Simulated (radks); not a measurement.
Results of a calculation; reference values are marked as such.
Fractional charge and spin in the 4p shell of strontium: the spin-up occupation runs from 2 to 3 and the spin-down occupation from 2 to 3; the fullest corner is Sr+, [Ar] 3d10 4s2 5s(up 0.5, down 0.5) 4p(up 3, down 3). Level of theory: scalar-relativistic Kohn-Sham, PBE, spin-polarised, spherical densities, point nucleus (a radial shooting solver on a logarithmic mesh with Libxc functionals). Energy (eV) minus the two flat planes that join the four corners (they meet along the diagonal where the two added fractions sum to one electron); zero is where a piecewise linear energy would lie.

\begin{tabular}{lrrrrr}
down \ up & 2 & 2.25 & 2.5 & 2.75 & 3 \\ \hline
2 & 0.000 & -1.234 & -1.639 & -1.223 & 0.000 \\
2.25 & -1.234 & -1.569 & -1.088 & 0.197 & -1.138 \\
2.5 & -1.639 & -1.088 & 0.263 & -1.010 & -1.508 \\
2.75 & -1.223 & 0.197 & -1.010 & -1.446 & -1.123 \\
3 & 0.000 & -1.138 & -1.508 & -1.123 & 0.000 \\
\end{tabular}

Corners above the fullest one (they belong to Sr2+ and the next ion): (up 3, down 2) 35.057 eV, (up 2, down 3) 35.057 eV, (up 2, down 2) 83.763 eV. With half an added electron in each spin the energy lies 0.263 eV from the planes, and with half an added electron in spin up alone -1.639 eV. The planes are only a guide here: the flat-plane condition holds for ground states with one frontier orbital, while this shell lies below other occupied shells, so the corners above the fullest one are inner-hole states and not the ground states of those ions.
